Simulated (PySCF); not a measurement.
Ge₂H₆O, SMILES [O]([GeH3])[GeH3].

Coordinates come from a PBE0-D3(BJ)/def2-SVP optimisation.

Calculation: PySCF with TDA-PBE0/def2-SVPD.

Vertical excitations. Gas-phase values at a fixed geometry. State labels are in the subgroup C2v.

| state | symmetry | energy (eV) | λ (nm) | f | main pairs |
|---|---|---|---|---|---|
| S1 | B2 | 6.34 | 196 | 0.003 | HOMO→LUMO 99 % |
| S2 | A1 | 6.84 | 181 | 0.006 | HOMO−1→LUMO 97 % |
| S3 | B2 | 7.29 | 170 | 0.057 | HOMO→LUMO+1 98 % |
| S4 | A2 | 7.70 | 161 | 0.000 | HOMO→LUMO+2 73 %, HOMO−3→LUMO 16 % |
| S5 | A1 | 7.77 | 160 | 0.104 | HOMO−1→LUMO+1 97 % |
| S6 | B2 | 7.84 | 158 | 0.038 | HOMO→LUMO+3 96 % |
| S7 | B1 | 7.86 | 158 | 0.002 | HOMO−2→LUMO 87 % |
| S8 | A2 | 7.92 | 156 | 0.000 | HOMO−3→LUMO 67 %, HOMO→LUMO+2 22 % |
| S9 | B1 | 8.19 | 151 | 0.009 | HOMO−1→LUMO+2 84 % |
| S10 | A2 | 8.37 | 148 | 0.000 | HOMO→LUMO+4 80 %, HOMO−3→LUMO 15 % |
| T1 | B2 | 5.92 | 209 | 0 | HOMO→LUMO 95 % |
| T2 | A1 | 6.34 | 196 | 0 | HOMO−1→LUMO 94 % |
| T3 | B2 | 6.99 | 177 | 0 | HOMO→LUMO+1 88 % |
| T4 | A1 | 7.29 | 170 | 0 | HOMO−1→LUMO+1 83 % |
Triplets are in the Tamm–Dancoff approximation.
